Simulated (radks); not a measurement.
The zinc ion Zn+, 29 electrons, occupied as [Ar] 3d10 4s1. Calculated with a radial shooting solver on a logarithmic mesh with Libxc functionals: scalar-relativistic Kohn-Sham, r2SCAN, spin-polarised, spherical densities, finite nucleus; open shells are filled with parallel spins first; meta-GGA in the generalised Kohn-Sham scheme; Fermi nuclear charge, rms radius 3.9283 fm. Some entries of the table are withheld. Estimate them.

| orbital | occ. | eigenvalue (eV) | <1/r> (bohr^-1) | <r> (bohr) |
|---|---|---|---|---|
| 1s up | 1 | -9563.910 | 30.22 | 0.05032 |
| 1s down | 1 | -9563.863 | 30.22 | 0.05032 |
| 2s down | 1 | -1178.676 | 6.603 | 0.2258 |
| 2s up | 1 | -1178.637 | 6.604 | 0.2258 |
| 2p down | 3 | -1021.067 | 6.463 | 0.1982 |
| 2p up | 3 | -1021.051 | 6.463 | 0.1982 |
| 3s down | 1 | -143.0928 | 2.088 | 0.6807 |
| 3s up | 1 | -143.0824 | 2.088 | 0.6809 |
| 3p up | 3 | -95.6511 | (1) | 0.7141 |
| 3p down | 3 | -95.6430 | (2) | 0.7132 |
| 3d up | 5 | -20.0802 | 1.513 | 0.9011 |
| 3d down | 5 | -19.8667 | 1.529 | 0.8831 |
| 4s up | 1 | -14.8721 | 0.5393 | 2.388 |
| 4s down | 0 | -12.5679 | 0.5387 | 2.414 |
| 4p up | 0 | -7.9141 | 0.4369 | (3) |

Answer. 
(1) 3p up <1/r> (bohr^-1): 1.929
(2) 3p down <1/r> (bohr^-1): 1.931
(3) 4p up <r> (bohr): 2.891
